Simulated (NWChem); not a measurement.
# Lowest excitation of BeF$_{2}$

```xyz
3

Be     0.0000     0.0000     0.0000
F      0.0000     0.0000     1.3865
F      0.0000     0.0000    -1.3865
```
Charge 0, spin multiplicity 1.

Everything below was run with NWChem. Structure: optimised with B3LYP/def2-SVP, a minimum by its harmonic frequencies.

Basis set: aug-cc-pVDZ.

```
method    lowest vertical singlet excitation energy (eV)  relative cost  difference from EOM-CCSD
--------  ----------------------------------------------  -------------  ------------------------
CIS                                                11.83              1                     +1.73
TD-PBE                                              8.35        under 3                     -1.75
TDA-PBE0                                            9.43        under 3                     -0.67
TD-B3LYP                                            9.14        under 3                     -0.97
EOM-CCSD                                           10.10             50                      0.00
```

The values span 3.48 eV, from TD-PBE (lowest) to CIS (highest). Relative cost: rough, from shared machines, SCF included, CIS = 1.

The correlated methods keep 3 core orbitals frozen. B3LYP has NWChem's definition, with VWN1-RPA local correlation. The structure started from a generated list of species. Differences from the coupled-cluster row are differences between methods, not errors against experiment.
